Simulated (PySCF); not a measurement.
Basis-set dependence of excited states

CH8OSi2.
SMILES: `C[SiH2]O[SiH3]`

TDDFT with PBE0 (PySCF), vertical singlets, core orbitals frozen in the response, spherical d and f functions. Isolated species at its PBE0-D3(BJ)/def2-SVP geometry, gas phase.

```json
{"basis": "6-31G*", "functions": "80", "diffuse": "no", "S1 (eV)": "7.31", "S2 (eV)": "7.33", "S3 (eV)": "8.46", "S4 (eV)": "8.47", "S5 (eV)": "8.85", "LUMO (eV)": "0.53", "α (au)": "54.6"}
{"basis": "6-31+G*", "functions": "96", "diffuse": "yes", "S1 (eV)": "6.99", "S2 (eV)": "7.01", "S3 (eV)": "7.56", "S4 (eV)": "7.60", "S5 (eV)": "7.98", "LUMO (eV)": "-0.10", "α (au)": "62.0"}
{"basis": "def2-SVP", "functions": "104", "diffuse": "no", "S1 (eV)": "7.50", "S2 (eV)": "7.54", "S3 (eV)": "8.61", "S4 (eV)": "8.64", "S5 (eV)": "8.83", "LUMO (eV)": "0.66", "α (au)": "59.8"}
{"basis": "def2-SVPD", "functions": "155", "diffuse": "yes", "S1 (eV)": "7.09", "S2 (eV)": "7.13", "S3 (eV)": "7.89", "S4 (eV)": "7.89", "S5 (eV)": "8.18", "LUMO (eV)": "0.06", "α (au)": "70.0"}
{"basis": "aug-cc-pVDZ", "functions": "172", "diffuse": "yes", "S1 (eV)": "6.85", "S2 (eV)": "6.89", "S3 (eV)": "7.34", "S4 (eV)": "7.37", "S5 (eV)": "7.73", "LUMO (eV)": "-0.21", "α (au)": "71.7"}
{"basis": "def2-TZVP", "functions": "184", "diffuse": "no", "S1 (eV)": "7.12", "S2 (eV)": "7.16", "S3 (eV)": "8.14", "S4 (eV)": "8.15", "S5 (eV)": "8.32", "LUMO (eV)": "0.11", "α (au)": "66.5"}
{"basis": "def2-TZVPD", "functions": "235", "diffuse": "yes", "S1 (eV)": "6.96", "S2 (eV)": "7.00", "S3 (eV)": "7.61", "S4 (eV)": "7.64", "S5 (eV)": "7.97", "LUMO (eV)": "-0.13", "α (au)": "70.8"}
```

Question: How much do these states and the polarisability depend on the basis?

Answer: States are compared by their number. Against the largest diffuse basis here (def2-TZVPD, itself not a converged limit), sets without diffuse functions differ by up to 0.54 eV in S1 and 0.89 eV in S5; the smaller diffuse sets differ by up to 0.12 and 0.24 eV. S1 is led by HOMO-1→LUMO (92%) in 6-31G* and by HOMO→LUMO (70%) in def2-TZVPD. State by state, the largest deviation of a set without diffuse functions is S1 0.54, S2 0.54, S3 1.00, S4 1.00, S5 0.89 eV. The same number needn't mean the same state in each row. Against def2-TZVPD the polarisability deviates by -23% in 6-31G*, -12% in 6-31+G*, -16% in def2-SVP, -1% in def2-SVPD, +1% in aug-cc-pVDZ, -6% in def2-TZVP. A single + in a Pople set puts diffuse functions on heavy atoms only.

Without π bonds the low states are Rydberg-like; a valence basis with one diffuse set may place them up to an eV too high.
